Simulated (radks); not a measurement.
Task: Valence configurations of Ge II (all share [Ar]). All-electron calculation, Dirac Kohn-Sham, PBEsol, spin-unpolarised, spherical densities, finite nucleus; open shells are shared between the two j in proportion to 2j + 1; Fermi nuclear charge, rms radius 4.0742 fm. Program: a radial shooting solver on a logarithmic mesh with Libxc functionals. Order these by energy: 3d10 4s1 4p2; 3d10 4s2 4p1; 3d9.5 4s2 4p1.5; 3d9 4p4; 3d10 4s1.5 4p1.5; 3d9 4s2 4p2; 3d10 4p3; 3d8 4s2 4p3; 3d9.5 4s1.5 4p2.

Result: From the lowest, in eV above it: 3d10 4s2 4p1 0.000; 3d10 4s1.5 4p1.5 4.340; 3d10 4s1 4p2 8.726; 3d9.5 4s2 4p1.5 14.561; 3d10 4p3 17.632; 3d9.5 4s1.5 4p2 19.134; 3d9 4s2 4p2 31.232; 3d9 4p4 50.674; 3d8 4s2 4p3 71.232. NIST lists [Ar] 3d10 4s2 4p1 as the ground configuration; this level of theory agrees among the configurations tried. The energies are those of spherical spin-averaged densities, not of single terms.
